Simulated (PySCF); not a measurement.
C3H2ClF3, SMILES F/C=C(/Cl)C(F)F. Atoms are numbered in the order given.

```xyz
9

F      0.8781    -2.1214     0.3899
C      1.2293    -0.8447     0.3313
C      0.3983     0.1367    -0.0378
Cl     0.9865     1.7764    -0.0548
C     -1.0485     0.0098    -0.4425
F     -1.3922    -1.2836    -0.6286
F     -1.8496     0.5249     0.5267
H      2.2707    -0.6597     0.6092
H     -1.2421     0.5695    -1.3752
```
Charge 0, spin multiplicity 1.

The structure is a stationary point at B3LYP-D3(BJ)/def2-SVP. One conformer was computed; it need not be the lowest.

These are HF/pcSseg-1 (PySCF) values and carry that method's errors.

GIAO shieldings, no solvent; atoms listed in one row are averaged. δ = σ(ref) − σ: ¹⁹F against CFCl3 (σ = 238.5 ppm); ¹³C against TMS (σ = 192.6 ppm); ³⁵Cl against HCl (σ = 958.2 ppm); ¹H against TMS (σ = 31.99 ppm), references at their B3LYP-D3(BJ)/def2-TZVP geometries, non-relativistic (without spin–orbit terms, shifts of atoms bonded to Cl or Br come out too high).

Computed chemical shifts:
```
nucleus  atoms  count  δ (ppm)
-------  -----  -----  -------
¹⁹F         F1      1    -98.7
¹⁹F         F7      1   -100.9
¹⁹F         F6      1   -113.2
¹³C         C2      1    161.9
¹³C         C3      1    126.7
¹³C         C5      1    104.2
³⁵Cl       Cl4      1     78.2
¹H          H8      1     7.46
¹H          H9      1     5.87
```
